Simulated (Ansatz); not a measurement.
C2H6AlN, SMILES `C[CH]1[NH][AlH]1`, relaxed with RKS PBE-D4/def2-SVP in the Gaussian-basis code of Ansatz from a rough embedded geometry. The force threshold is 0.03 eV/Å; the program also tests the step.

Total charge 0; spin multiplicity 1.

Start:

```xyz
10

C     1.108   -0.319    0.479
C     0.069    0.562   -0.040
N    -1.182    0.341    0.649
Al   -1.271   -0.281   -1.249
H     1.990   -0.418   -0.254
H     1.568    0.071    1.446
H     0.758   -1.381    0.714
H     0.299    1.606   -0.176
H    -1.781    1.217    0.683
H    -1.557   -1.397   -2.253
```

```tsv
step	energy (eV)	largest force (eV/Å)	largest move (Å)
1	-10243.0680	3.088	0.000
2	-10243.6168	1.745	0.195
3	-10243.9035	1.012	0.196
4	-10244.0226	0.611	0.195
5	-10244.1263	0.981	0.196
6	-10244.2228	0.578	0.200
7	-10244.2243	0.583	0.199
8	-10244.2396	1.175	0.089
9	-10244.2625	0.071	0.098
10	-10244.2632	0.068	0.028
11	-10244.2638	0.010	0.015
```

End:

```xyz
10

C     1.185   -0.256    0.603
C     0.151    0.460   -0.248
N    -1.277    0.403    0.221
Al   -1.249   -0.390   -1.339
H     2.177   -0.266    0.103
H     1.323    0.254    1.587
H     0.901   -1.307    0.821
H     0.501    1.486   -0.510
H    -1.546    0.798    1.126
H    -2.167   -1.181   -2.365
```

Hardware: 2 threads of an INTEL XEON PLATINUM 8581C on a shared host. Wall time 11 s, peak host memory 0.14 GiB.
